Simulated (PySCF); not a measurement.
CH₇FGeSi.
Bonds: F1–Ge2, Ge2–C3, C3–Si4. Hydrogens: H5, H6 on Ge2; H7, H8 on C3; H9, H10, H11 on Si4.

The calculation used PBE0-D3(BJ)/def2-SVP geometry optimisation, gas phase (PySCF 2.14.0).

Problem. List the bond lengths, angles and torsions at this level.

Solution. 
```json
{"bond": "F1–Ge2", "length (pm)": "174.8"}
{"bond": "Ge2–C3", "length (pm)": "194.1"}
{"bond": "C3–Si4", "length (pm)": "188.5"}
{"bond": "Ge2–H5, Ge2–H6", "length (pm)": "153.8"}
{"bond": "C3–H7, C3–H8", "length (pm)": "110.3"}
{"bond": "Si4–H9, Si4–H10, Si4–H11", "length (pm)": "149.4"}
```

Bonds in one row agree within 1 pm and their mean is given. A selection of angles:
```json
{"angle": "F1–Ge2–C3", "degrees": "106.6"}
{"angle": "F1–Ge2–H5", "degrees": "105.9"}
{"angle": "C3–Ge2–H5", "degrees": "112.9"}
{"angle": "C3–Ge2–H6", "degrees": "112.3"}
{"angle": "H5–Ge2–H6", "degrees": "112.5"}
{"angle": "Ge2–C3–Si4", "degrees": "114.6"}
{"angle": "Ge2–C3–H7", "degrees": "108.2"}
{"angle": "Si4–C3–H7", "degrees": "109.6"}
{"angle": "H7–C3–H8", "degrees": "107.1"}
{"angle": "C3–Si4–H9", "degrees": "109.5"}
{"angle": "C3–Si4–H11", "degrees": "110.6"}
{"angle": "H9–Si4–H10", "degrees": "108.6"}
```

Dihedral angles: F1–Ge2–C3–Si4 -56° (synclinal). The mirror-image conformer, all signs reversed, is as good.

Ge2 (germanium bonded to C, F and 2 H) is distorted tetrahedral (angles from 105.9° to 112.9°). Si4 (SiH3 silicon) is tetrahedral (angles from 108.6° to 110.6°).

Point group: C1 (no symmetry element, even within 0.4 Å). No PBE0-D3(BJ)/def2-SVP frequencies stand behind this structure, so it isn't proved a minimum. One conformer, not necessarily the lowest.

On one thread of an x86-64 server, no GPU, on a shared host, this took 36 s. That covers the optimisation of the geometry.
